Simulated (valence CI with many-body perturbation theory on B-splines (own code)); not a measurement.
## E1 transitions of Ga²⁵⁺

Method: relativistic CI+MBPT: four valence electrons over a frozen Dirac-Fock core [He], a basis of 11 s, 11 p, 10 d, 8 f, 5 g, 2 h functions for each j, with the one-electron correlation potential Σ1 (screened to all orders), the two-electron term Σ2, the three-electron term Σ3, Breit, model QED; selected single and double excitations, second order for the rest, scaled by the run's own slope (own B-spline code, finite nucleus).

No measured levels were compared; by estimate levels of excited configurations hold to 0.05 to 0.15 % of their energy, terms of the ground configuration to about 0.5 %. Among the levels kept, up to 1000 cm⁻¹ of a level comes from second order outside the variational space, and about a tenth of that is noise between levels of different J, which matters for small intervals.

Lines 101 to 150 of 540 in falling wavelength, among levels below 128.10 Ry, chosen from the strongest by gf and those to the six lowest levels. Wavelengths and rates use the calculated energies, so an error of 800 cm⁻¹ moves a line at 30.19 nm by 0.24 % and its rate by three times that or more. Electric multipoles are in the length gauge with retardation, E1 and E2 with the static RPA response of the core. Weak lines are less certain than strong ones. Lines between different terms over intervals too small for the method are left out, as are lines whose strength nearly cancels. Where a level lies close to another of its J and parity, the split of strength between their lines is uncertain. The highest levels of a list are the least certain.

Names give the largest LS component (configuration and term), which can be under half, so a name can repeat, a term be missing and a line seem to break the LS rules; names also repeat where a configuration has a term twice. Letters in brackets count levels of one name in rising energy.

| λ vac (nm) | Upper | Lower | A (s⁻¹) | log gf | Branch % |
| --- | --- | --- | --- | --- | --- |
| 30.19 | 2s.2p2.3p 3P°_2 [b] | 2s.2p2.3s 1D_2 | 2.41e+09 | -0.78 | 0.0 |
| 29.22 | 2s.2p2.3p 1D°_2 [b] | 2s.2p2.3s 1P_1 | 3.82e+09 | -0.61 | 0.4 |
| 28.84 | 2p3.3s 5S°_2 | 2s.2p2.3s 3S_1 | 1.70e+09 | -0.98 | 0.1 |
| 28.17 | 2s2.2p.3p 1D_2 | 2s2.2p.3s 1P°_1 | 4.44e+09 | -0.58 | 0.9 |
| 27.31 | 2s.2p2.3p 3P°_1 [b] | 2s.2p2.3s 3D_1 | 4.89e+09 | -0.79 | 0.1 |
| 26.65 | 2p3.3p 1D_2 | 2p3.3s 1D°_2 | 7.53e+09 | -0.40 | 0.1 |
| 26.05 | 2s.2p2.3p 3D°_3 [a] | 2s.2p2.3s 5P_3 | 2.10e+09 | -0.82 | 0.0 |
| 25.70 | 2p3.3p 3P_1 [b] | 2p3.3s 3D°_1 | 4.29e+09 | -0.90 | 0.0 |
| 25.22 | 2s.2p2.3p 3P°_2 [b] | 2s.2p2.3s 3D_3 | 2.55e+09 | -0.91 | 0.0 |
| 24.20 | 2p3.3p 3P_1 [b] | 2p3.3s 3D°_2 | 3.80e+09 | -1.00 | 0.0 |
| 23.73 | 2s.2p2.3p 1P°_1 [b] | 2s.2p2.3s 1P_1 | 5.95e+09 | -0.82 | 0.1 |
| 21.97 | 2s2.2p.3p 1S_0 | 2s2.2p.3s 1P°_1 | 1.24e+10 | -1.05 | 0.9 |
| 16.50 | 2p3.3p 3F_4 | 2s.2p2.3p 3D°_3 [c] | 3.44e+09 | -0.90 | 0.1 |
| 16.44 | 2p3.3s 3D°_3 | 2s.2p2.3s 3P_2 [b] | 7.95e+09 | -0.65 | 0.2 |
| 14.22 | 2s.2p3 3D°_3 | 2s2.2p2 1D_2 | 2.27e+09 | -1.32 | 20.7 |
| 14.00 | 2p4 3P_2 | 2s.2p3 3S°_1 | 6.79e+09 | -1.00 | 7.5 |
| 13.93 | 2p4 1D_2 | 2s.2p3 1P°_1 | 6.56e+09 | -1.02 | 7.8 |
| 12.95 | 2p3.3d 3F°_3 | 2s.2p2.3d 3F_3 [d] | 5.75e+09 | -1.00 | 0.1 |
| 12.91 | 2p3.3p 3F_3 | 2s.2p2.3p 3D°_2 [c] | 6.12e+09 | -0.97 | 0.1 |
| 12.82 | 2p3.3d 3G°_4 | 2s.2p2.3d 3F_3 [d] | 5.62e+09 | -0.90 | 8.5 |
| 12.55 | 2s.2p2.3p 1F°_3 | 2s2.2p.3p 1D_2 | 7.22e+09 | -0.92 | 0.0 |
| 12.20 | 2p3.3d 3G°_4 | 2s.2p2.3d 3G_5 | 5.73e+09 | -0.94 | 8.7 |
| 12.15 | 2p3.3s 3D°_2 | 2s.2p2.3s 3P_1 [b] | 1.62e+10 | -0.75 | 0.5 |
| 12.15 | 2p3.3p 1P_1 | 2s.2p2.3p 1P°_1 [a] | 1.49e+10 | -1.00 | 0.2 |
| 11.86 | 2p3.3p 1F_3 | 2s.2p2.3p 1F°_3 | 8.56e+09 | -0.90 | 0.1 |
| 11.68 | 2p3.3s 3D°_2 | 2s.2p2.3s 3D_3 | 9.00e+09 | -1.04 | 0.3 |
| 11.52 | 2p3.3d 3F°_2 | 2s.2p2.3d 3F_2 [b] | 1.09e+10 | -0.96 | 0.2 |
| 11.41 | 2p3.3p 3D_3 | 2s.2p2.3p 3D°_3 [b] | 9.32e+09 | -0.90 | 0.1 |
| 11.37 | 2s.2p2.3d 3G_5 | 2s2.2p.3d 3F°_4 | 5.66e+09 | -0.92 | 75.4 |
| 11.34 | 2s.2p2.3s 3D_3 | 2s2.2p.3s 3P°_2 | 1.23e+10 | -0.78 | 0.2 |
| 11.31 | 2p3.3d 3G°_4 | 2s.2p2.3d 3G_4 | 5.88e+09 | -0.99 | 8.9 |
| 11.28 | 2p3.3s 1D°_2 | 2s.2p2.3s 1D_2 | 2.81e+10 | -0.57 | 0.4 |
| 11.22 | 2p3.3p 3F_4 | 2s.2p2.3p 3F°_4 | 1.68e+10 | -0.54 | 0.3 |
| 11.19 | 2s.2p2.3p 3F°_4 | 2s2.2p.3p 3D_3 | 7.13e+09 | -0.92 | 32.9 |
| 11.16 | 2p3.3p 3F_3 | 2s.2p2.3p 3F°_3 | 1.02e+10 | -0.87 | 0.2 |
| 10.96 | 2p4 1D_2 | 2s.2p3 1D°_2 | 4.07e+10 | -0.44 | 48.3 |
| 10.90 | 2p3.3d 3G°_3 | 2s.2p2.3d 3G_3 | 7.90e+09 | -1.01 | 0.2 |
| 10.87 | 2p3.3s 3D°_3 | 2s.2p2.3s 3D_3 | 1.66e+10 | -0.69 | 0.4 |
| 10.74 | 2p3.3d 3D°_3 | 2s.2p2.3d 3F_4 [a] | 1.76e+10 | -0.67 | 0.1 |
| 10.73 | 2p4 3P_1 | 2s.2p3 3S°_1 | 2.57e+10 | -0.88 | 22.2 |
| 10.67 | 2s.2p3 3D°_2 | 2s2.2p2 3P_1 | 1.44e+10 | -0.91 | 97.7 |
| 10.64 | 2p3.3p 3P_2 [a] | 2s.2p2.3p 3D°_3 [a] | 1.54e+10 | -0.88 | 0.1 |
| 10.62 | 2p3.3s 3P°_2 | 2s.2p2.3s 3P_2 [b] | 4.10e+10 | -0.46 | 0.7 |
| 10.61 | 2p3.3s 3S°_1 | 2s.2p2.3s 3P_2 [a] | 1.85e+10 | -1.03 | 0.4 |
| 10.59 | 2s.2p3 3D°_3 | 2s2.2p2 3P_2 | 8.67e+09 | -0.99 | 79.3 |
| 10.57 | 2p3.3p 5P_2 | 2s.2p2.3p 5P°_3 | 1.86e+10 | -0.81 | 0.1 |
| 10.53 | 2p3.3d 5D°_3 | 2s.2p2.3d 5D_4 | 1.81e+10 | -0.68 | 3.4 |
| 10.47 | 2p3.3s 1P°_1 | 2s.2p2.3s 1P_1 | 2.75e+10 | -0.87 | 0.4 |
| 10.46 | 2p3.3d 3D°_2 | 2s.2p2.3d 3F_3 [b] | 1.14e+10 | -1.03 | 0.1 |
| 10.37 | 2p3.3d 5D°_4 | 2s.2p2.3d 5F_5 | 2.45e+10 | -0.45 | 27.7 |

Q: How does gf follow from A for the line at 11.68 nm?

A: gf = 1.4992 × (2J+1)_upper × A / σ², with σ = 856495 cm⁻¹ and 2J+1 = 5: gf = 0.0920.
